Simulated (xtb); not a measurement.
BrPb (SMILES [Br][Pb+]), charge +1, singlet, geometry from GFN2-xTB (such geometries of metal compounds can be far from the true shape); xtb with GFN2-xTB.

Here is a job for xtb.
```
$ xtb coord --gfn 2 --chrg 1 --json

# file coord
$coord
     -0.0000000000      -0.0000000000      -1.3970941771  pb
      0.0000000000       0.0000000000       3.2731920504  br
$end
```

It wrote (shortened):

```
   ID    Z sym.   atoms
    1   82 pb     1
    2   35 br     2

           -------------------------------------------------
          |                Calculation Setup                |
           -------------------------------------------------

           -------------------------------------------------
          |                 G F N 2 - x T B                 |
           -------------------------------------------------

          ...................................................
          :                      SETUP                      :
          :.................................................:
          :  # basis functions                  14          :
          :  # atomic orbitals                  13          :
          :  # shells                            5          :
          :  # electrons                        10          :
          :  max. iterations                   250          :
          :  Hamiltonian                  GFN2-xTB          :
          :  restarted?                      false          :
          :  GBSA solvation                  false          :
          :  PC potential                    false          :
          :  electronic temp.          300.0000000     K    :
          :  accuracy                    1.0000000          :
          :  -> integral cutoff          0.2500000E+02      :
          :  -> integral neglect         0.1000000E-07      :
          :  -> SCF convergence          0.1000000E-05 Eh   :
          :  -> wf. convergence          0.1000000E-03 e    :
          :  Broyden damping             0.4000000          :
          :  net charge                          1          :
          :  unpaired electrons                  0          :
          ...................................................

 iter      E             dE          RMSdq      gap      omega  full diag
   1     -5.9519870 -0.595199E+01  0.145E+01    4.94       0.0  T
   2     -5.9919022 -0.399151E-01  0.144E+01    2.72       1.0  T
   3     -6.0108464 -0.189442E-01  0.107E+01    3.15       1.0  T
   4     -5.8077885  0.203058E+00  0.171E+01    2.14       1.0  T
   5     -6.0111838 -0.203395E+00  0.133E+00    3.09       1.0  T
   6     -6.0116611 -0.477358E-03  0.519E-01    3.03       1.0  T
   7     -6.0117386 -0.774471E-04  0.202E-01    3.00       1.0  T
   8     -6.0117116  0.269835E-04  0.178E-01    2.98       1.0  T
   9     -6.0117374 -0.258163E-04  0.963E-02    2.99       1.0  T
  10     -6.0117387 -0.125603E-05  0.676E-02    3.00       1.0  T
  11     -6.0117403 -0.165816E-05  0.500E-02    3.00       1.4  T
  12     -6.0117411 -0.766765E-06  0.217E-02    3.00       3.3  T
  13     -6.0117414 -0.251968E-06  0.184E-03    3.00      38.4  T
  14     -6.0117414 -0.140784E-08  0.492E-04    3.00     143.7  T
  15     -6.0117414 -0.193342E-09  0.256E-05    3.00    2766.7  T

   *** convergence criteria satisfied after 15 iterations ***

         :::::::::::::::::::::::::::::::::::::::::::::::::::::
         ::                     SUMMARY                     ::
         :::::::::::::::::::::::::::::::::::::::::::::::::::::
         :: total energy              -6.009008835092 Eh    ::
         :: gradient norm              0.000031881794 Eh/a0 ::
         :: HOMO-LUMO gap              3.002479882905 eV    ::
         ::.................................................::
         :: SCC energy                -6.011741364233 Eh    ::
         :: -> isotropic ES            0.157636876307 Eh    ::
         :: -> anisotropic ES          0.004495234853 Eh    ::
         :: -> anisotropic XC         -0.002274001745 Eh    ::
         :: -> dispersion             -0.000946683257 Eh    ::
         :: repulsion energy           0.002732529141 Eh    ::
         :: add. restraining           0.000000000000 Eh    ::
         :: total charge               1.000000000000 e     ::
         :::::::::::::::::::::::::::::::::::::::::::::::::::::

           -------------------------------------------------
          |                Property Printout                |
           -------------------------------------------------

    * Orbital Energies and Occupations

         #    Occupation            Energy/Eh            Energy/eV
      -------------------------------------------------------------
         1        2.0000           -1.1115361             -30.2464
         2        2.0000           -1.0205706             -27.7711
         3        2.0000           -0.6541356             -17.7999
         4        2.0000           -0.6376111             -17.3503
         5        2.0000           -0.6376111             -17.3503 (HOMO)
         6                         -0.5272720             -14.3478 (LUMO)
         7                         -0.5272720             -14.3478
         8                         -0.3076276              -8.3710
         9                         -0.1658294              -4.5124
        10                         -0.1658294              -4.5124
        11                         -0.1522857              -4.1439
        12                         -0.1522857              -4.1439
        13                          0.0058865               0.1602
      -------------------------------------------------------------
                  HL-Gap            0.1103391 Eh            3.0025 eV
             Fermi-level           -0.5824416 Eh          -15.8490 eV

     #   Z          covCN         q      C6AA      α(0)
     1  82 pb       0.886     1.038   508.664    49.912
     2  35 br       0.886    -0.038   185.908    21.984

 Mol. C6AA /au·bohr⁶  :       1290.352184
 Mol. C8AA /au·bohr⁸  :     151892.833479
 Mol. α(0) /au        :         71.896215

Wiberg/Mayer (AO) data.
largest (>0.10) Wiberg bond orders for each atom

 ---------------------------------------------------------------------------
     #   Z sym  total        # sym  WBO       # sym  WBO       # sym  WBO
 ---------------------------------------------------------------------------
     1  82 pb   1.606 --     2 br   1.606
     2  35 br   1.606 --     1 pb   1.606
 ---------------------------------------------------------------------------

Topologies differ in total number of bonds
Writing topology from bond orders to xtbtopo.mol

molecular dipole:
                 x           y           z       tot (Debye)
 q only:        0.000       0.000      -1.573
   full:       -0.000      -0.000      -2.634       6.694
molecular quadrupole (traceless):
                xx          xy          yy          xz          yz          zz
 q only:       -0.811       0.000      -0.811       0.000       0.000       1.621
  q+dip:        0.638       0.000       0.638      -0.000      -0.000      -1.275
   full:        1.543      -0.000       1.543      -0.000      -0.000      -3.086

           -------------------------------------------------
          | TOTAL ENERGY               -6.009008835092 Eh   |
          | GRADIENT NORM               0.000031881794 Eh/α |
          | HOMO-LUMO GAP               3.002479882905 eV   |
           -------------------------------------------------

normal termination of xtb
```
